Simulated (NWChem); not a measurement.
Everything below was run with NWChem. System: C₃H₂O₃, charge 0, spin multiplicity 1, displaced from the optimised geometry. Level: BP86/def2-SVP.

Input file:

```
start mol
memory heap 200 mb stack 900 mb global 1100 mb
geometry units angstroms nocenter noautoz noautosym
  O      0.000000     0.000000     2.014856
  C      0.000000     0.000000     0.804301
  O     -1.125915     0.000000    -0.023395
  C     -0.681862     0.000000    -1.354766
  C      0.681862     0.000000    -1.354766
  O      1.125915     0.000000    -0.023395
  H     -1.445690     0.000000    -2.156577
  H      1.445690     0.000000    -2.156577
end
basis spherical
  * library def2-svp
end
dft
  xc becke88 perdew86
  semidirect memsize 60000000 filesize 0
  iterations 100
end
task dft gradient
```

NWChem printed:

```
             Northwest Computational Chemistry Package (NWChem) 7.3.0
             --------------------------------------------------------

                                NWChem Input Module
                                -------------------

 Scaling coordinates for geometry "geometry" by  1.889725989
 (inverse scale =  0.529177249)

                             Geometry "geometry" -> ""
                             -------------------------

 Output coordinates in angstroms (scale by  1.889725989 to convert to a.u.)

  No.       Tag          Charge          X              Y              Z
 ---- ---------------- ---------- -------------- -------------- --------------
    1 O                    8.0000     0.00000000     0.00000000     2.01485600
    2 C                    6.0000     0.00000000     0.00000000     0.80430100
    3 O                    8.0000    -1.12591500     0.00000000    -0.02339500
    4 C                    6.0000    -0.68186200     0.00000000    -1.35476600
    5 C                    6.0000     0.68186200     0.00000000    -1.35476600
    6 O                    8.0000     1.12591500     0.00000000    -0.02339500
    7 H                    1.0000    -1.44569000     0.00000000    -2.15657700
    8 H                    1.0000     1.44569000     0.00000000    -2.15657700

 Effective nuclear repulsion energy (a.u.)     224.8769882881

            Nuclear Dipole moment (a.u.)
            ----------------------------
        X                 Y               Z
 ---------------- ---------------- ----------------
     0.0000000000     0.0000000000    -0.0000226767


 Summary of "ao basis" -> "" (spherical)
 ------------------------------------------------------------------------------
       Tag                 Description            Shells   Functions and Types
 ---------------- ------------------------------  ------  ---------------------
 *                          def2-svp                  on all atoms

  perdew86 is a nonlocal functional; adding perdew81 local functional.

                                 NWChem DFT Module
                                 -----------------

 Summary of "ao basis" -> "ao basis" (spherical)
 ------------------------------------------------------------------------------
       Tag                 Description            Shells   Functions and Types
 ---------------- ------------------------------  ------  ---------------------
 O                          def2-svp                 6       14   3s2p1d
 C                          def2-svp                 6       14   3s2p1d
 H                          def2-svp                 3        5   2s1p

 Summary of "ao basis" -> "ao basis" (spherical)
 ------------------------------------------------------------------------------
       Tag                 Description            Shells   Functions and Types
 ---------------- ------------------------------  ------  ---------------------
 O                          def2-svp                 6       14   3s2p1d
 C                          def2-svp                 6       14   3s2p1d
 H                          def2-svp                 3        5   2s1p

            General Information
            -------------------
          SCF calculation type: DFT
          Wavefunction type:  closed shell.
          No. of atoms     :     8
          No. of electrons :    44
           Alpha electrons :    22
            Beta electrons :    22
          Charge           :     0
          Spin multiplicity:     1
          Use of symmetry is: off; symmetry adaption is: off
          Maximum number of iterations: 100
          AO basis - number of functions:    94
                     number of shells:    42
          Convergence on energy requested:  1.00D-06
          Convergence on density requested:  1.00D-05
          Convergence on gradient requested:  5.00D-04

              XC Information
              --------------
                    Becke 1988 Exchange Functional  1.000
                Perdew 1981 Correlation Functional  1.000 local
                Perdew 1986 Correlation Functional  1.000 non-local

             Grid Information
             ----------------
          Grid used for XC integration:  medium
          Radial quadrature: Mura-Knowles
          Angular quadrature: Lebedev.
          Tag              B.-S. Rad. Rad. Pts. Rad. Cut. Ang. Pts.
          ---              ---------- --------- --------- ---------
          O                   0.60       49          11.0       434
          C                   0.70       49          10.0       434
          H                   0.35       45          10.0       434
          Grid pruning is: on
          Number of quadrature shells:   384
          Spatial weights used:  Erf1

          Convergence Information
          -----------------------
          Convergence aids based upon iterative change in
          total energy or number of iterations.
          Levelshifting, if invoked, occurs when the
          HOMO/LUMO gap drops below (HL_TOL):  1.00D-02
          DIIS, if invoked, will attempt to extrapolate
          using up to (NFOCK): 10 stored Fock matrices.

                    Damping( 0%)  Levelshifting(0.5)       DIIS
                  --------------- ------------------- ---------------
          dE  on:    start            ASAP                start
          dE off:    2 iters        100 iters           100 iters

      Screening Tolerance Information
      -------------------------------
          Density screening/tol_rho:  1.00D-10
          AO Gaussian exp screening on grid/accAOfunc:  14
          CD Gaussian exp screening on grid/accCDfunc:  20
[...]
 d= 0,ls=0.0,diis     2   -339.6158624283  1.10D+00  2.28D-02  1.27D+01     1.7
 d= 0,ls=0.0,diis     3   -340.8687507798 -1.25D+00  6.57D-03  5.96D-01     2.0
 d= 0,ls=0.0,diis     4   -340.9131089851 -4.44D-02  2.31D-03  1.81D-01     2.2
 d= 0,ls=0.0,diis     5   -340.9296022710 -1.65D-02  6.15D-04  8.26D-03     2.5
  Resetting Diis
 d= 0,ls=0.0,diis     6   -340.9303299362 -7.28D-04  1.93D-04  4.05D-04     2.9
 d= 0,ls=0.0,diis     7   -340.9303711557 -4.12D-05  1.95D-04  6.82D-05     3.2
 d= 0,ls=0.0,diis     8   -340.9303424970  2.87D-05  1.35D-04  3.03D-04     3.4
 d= 0,ls=0.0,diis     9   -340.9303785527 -3.61D-05  2.62D-05  2.13D-05     3.7
 d= 0,ls=0.0,diis    10   -340.9303805899 -2.04D-06  3.39D-06  3.16D-07     4.0
 d= 0,ls=0.0,diis    11   -340.9303806240 -3.40D-08  8.36D-07  1.36D-08     4.2

         Total DFT energy =     -340.930380623976
      One electron energy =     -910.488239305125
           Coulomb energy =      387.317701912589
    Exchange-Corr. energy =      -42.636831519531
 Nuclear repulsion energy =      224.876988288091

 Numeric. integr. density =       44.000001599879

     Total iterative time =      3.9s

                       DFT Final Molecular Orbital Analysis
                       ------------------------------------

 Vector   20  Occ=2.000000D+00  E=-3.365614D-01
              MO Center= -2.9D-09, -1.7D-10,  6.6D-01, r^2= 3.0D+00
   Bfn.  Coefficient  Atom+Function         Bfn.  Coefficient  Atom+Function
  ----- ------------  ---------------      ----- ------------  ---------------
     5      0.433325  1 O  py                19      0.295501  2 C  py
     8      0.272393  1 O  py                47     -0.236905  4 C  py
    61     -0.236905  5 C  py                22      0.152581  2 C  py
    50     -0.140354  4 C  py                64     -0.140354  5 C  py
    33     -0.114962  3 O  py                75     -0.114962  6 O  py

 Vector   21  Occ=2.000000D+00  E=-2.683704D-01
              MO Center= -3.8D-09, -3.0D-11,  1.6D+00, r^2= 1.5D+00
   Bfn.  Coefficient  Atom+Function         Bfn.  Coefficient  Atom+Function
  ----- ------------  ---------------      ----- ------------  ---------------
     4      0.598260  1 O  px                 7      0.386080  1 O  px
    21      0.179276  2 C  px                31      0.144565  3 O  s
    73     -0.144565  6 O  s                 34      0.130025  3 O  pz
    76     -0.130025  6 O  pz                32      0.116894  3 O  px
    74      0.116894  6 O  px                37      0.097214  3 O  pz

 Vector   22  Occ=2.000000D+00  E=-2.289185D-01
              MO Center= -1.4D-09, -1.6D-09, -3.5D-01, r^2= 3.1D+00
   Bfn.  Coefficient  Atom+Function         Bfn.  Coefficient  Atom+Function
  ----- ------------  ---------------      ----- ------------  ---------------
    47      0.336443  4 C  py                61      0.336443  5 C  py
     5      0.304388  1 O  py                33     -0.268115  3 O  py
    75     -0.268115  6 O  py                 8      0.231985  1 O  py
    50      0.218231  4 C  py                64      0.218231  5 C  py
    36     -0.214666  3 O  py                78     -0.214666  6 O  py

 Vector   23  Occ=0.000000D+00  E=-5.081729D-02
              MO Center=  1.0D-09,  4.1D-09, -1.3D+00, r^2= 2.0D+00
   Bfn.  Coefficient  Atom+Function         Bfn.  Coefficient  Atom+Function
  ----- ------------  ---------------      ----- ------------  ---------------
    50      0.577590  4 C  py                64     -0.577590  5 C  py
    47      0.473121  4 C  py                61     -0.473121  5 C  py
    36     -0.200669  3 O  py                78      0.200669  6 O  py
    33     -0.194438  3 O  py                75      0.194438  6 O  py
    88      0.028014  7 H  py                93     -0.028014  8 H  py

 Vector   24  Occ=0.000000D+00  E=-2.697435D-02
              MO Center= -1.7D-09,  2.6D-09,  9.1D-01, r^2= 1.6D+00
   Bfn.  Coefficient  Atom+Function         Bfn.  Coefficient  Atom+Function
  ----- ------------  ---------------      ----- ------------  ---------------
    19      0.625350  2 C  py                22      0.490590  2 C  py
     5     -0.396762  1 O  py                 8     -0.390553  1 O  py
    33     -0.263039  3 O  py                75     -0.263039  6 O  py
    36     -0.236367  3 O  py                78     -0.236367  6 O  py
    50      0.052132  4 C  py                64      0.052132  5 C  py

 Vector   25  Occ=0.000000D+00  E= 2.589374D-02
              MO Center=  9.0D-10, -2.6D-09, -6.7D-01, r^2= 3.0D+00
   Bfn.  Coefficient  Atom+Function         Bfn.  Coefficient  Atom+Function
  ----- ------------  ---------------      ----- ------------  ---------------
    31     -0.733330  3 O  s                 73     -0.733330  6 O  s
    17      0.686256  2 C  s                 45      0.513259  4 C  s
    59      0.513259  5 C  s                 51      0.508636  4 C  pz
    65      0.508636  5 C  pz                 3     -0.396682  1 O  s
    37      0.252267  3 O  pz                48      0.251036  4 C  pz

 center of mass
 --------------
 x =   0.00000000 y =   0.00000000 z =   0.09381266

 moments of inertia (a.u.)
 ------------------
         449.689242974568           0.000000000000          -0.000000000000
           0.000000000000         649.398188512824           0.000000000000
          -0.000000000000           0.000000000000         199.708945538256

     Multipole analysis of the density
     ---------------------------------

     L   x y z        total         alpha         beta         nuclear
     -   - - -        -----         -----         ----         -------
     0   0 0 0     -0.000000    -22.000000    -22.000000     44.000000

     1   1 0 0      0.000000      0.000000      0.000000      0.000000
     1   0 1 0      0.000000      0.000000      0.000000      0.000000
     1   0 0 1     -1.737848     -0.868913     -0.868913     -0.000023

     2   2 0 0    -24.256018    -65.769362    -65.769362    107.282707
     2   1 1 0      0.000000      0.000000      0.000000      0.000000
     2   1 0 1      0.000000      0.000000      0.000000      0.000000
     2   0 2 0    -24.542881    -12.271440    -12.271440      0.000000
     2   0 1 1     -0.000000     -0.000000     -0.000000      0.000000
     2   0 0 2    -24.437681   -133.088038   -133.088038    241.738396

            General Information
            -------------------
          SCF calculation type: DFT
          Wavefunction type:  closed shell.
          No. of atoms     :     8
          No. of electrons :    44
           Alpha electrons :    22
            Beta electrons :    22
          Charge           :     0
          Spin multiplicity:     1
          Use of symmetry is: off; symmetry adaption is: off
          Maximum number of iterations: 100
          AO basis - number of functions:    94
                     number of shells:    42
          Convergence on energy requested:  1.00D-06
          Convergence on density requested:  1.00D-05
          Convergence on gradient requested:  5.00D-04

              XC Information
              --------------
                    Becke 1988 Exchange Functional  1.000
                Perdew 1981 Correlation Functional  1.000 local
                Perdew 1986 Correlation Functional  1.000 non-local

             Grid Information
             ----------------
          Grid used for XC integration:  medium
          Radial quadrature: Mura-Knowles
          Angular quadrature: Lebedev.
          Tag              B.-S. Rad. Rad. Pts. Rad. Cut. Ang. Pts.
          ---              ---------- --------- --------- ---------
          O                   0.60       49          11.0       434
          C                   0.70       49          10.0       434
          H                   0.35       45          10.0       434
          Grid pruning is: on
          Number of quadrature shells:   384
          Spatial weights used:  Erf1

          Convergence Information
          -----------------------
          Convergence aids based upon iterative change in
          total energy or number of iterations.
          Levelshifting, if invoked, occurs when the
          HOMO/LUMO gap drops below (HL_TOL):  1.00D-02
          DIIS, if invoked, will attempt to extrapolate
          using up to (NFOCK): 10 stored Fock matrices.

                    Damping( 0%)  Levelshifting(0.5)       DIIS
                  --------------- ------------------- ---------------
          dE  on:    start            ASAP                start
          dE off:    2 iters        100 iters           100 iters

      Screening Tolerance Information
      -------------------------------
          Density screening/tol_rho:  1.00D-10
          AO Gaussian exp screening on grid/accAOfunc:  14
          CD Gaussian exp screening on grid/accCDfunc:  20
          XC Gaussian exp screening on grid/accXCfunc:  20
          Schwarz screening/accCoul:  1.00D-08

                            NWChem DFT Gradient Module
                            --------------------------

  charge          =   0.00
  wavefunction    = closed shell

                         DFT ENERGY GRADIENTS

    atom               coordinates                        gradient
                 x          y          z           x          y          z
   1 O       0.000000   0.000000   3.807526    0.000000   0.000000   0.024485
   2 C       0.000000   0.000000   1.519909    0.000000  -0.000000  -0.009223
   3 O      -2.127671   0.000000  -0.044210   -0.009706  -0.000000   0.007802
   4 C      -1.288532   0.000000  -2.560137   -0.008660   0.000000  -0.008288
   5 C       1.288532   0.000000  -2.560137    0.008660  -0.000000  -0.008288
   6 O       2.127671   0.000000  -0.044210    0.009706   0.000000   0.007802
   7 H      -2.731958   0.000000  -4.075340   -0.005532  -0.000000  -0.007144
   8 H       2.731958   0.000000  -4.075340    0.005532   0.000000  -0.007144

                 ----------------------------------------
                 |  Time  |  1-e(secs)   |  2-e(secs)   |
                 ----------------------------------------
                 |  CPU   |       0.01   |       1.64   |
                 ----------------------------------------
                 |  WALL  |       0.01   |       1.64   |
                 ----------------------------------------

 Task  times  cpu:        6.4s     wall:        6.4s

 Total times  cpu:        6.4s     wall:        6.4s
```
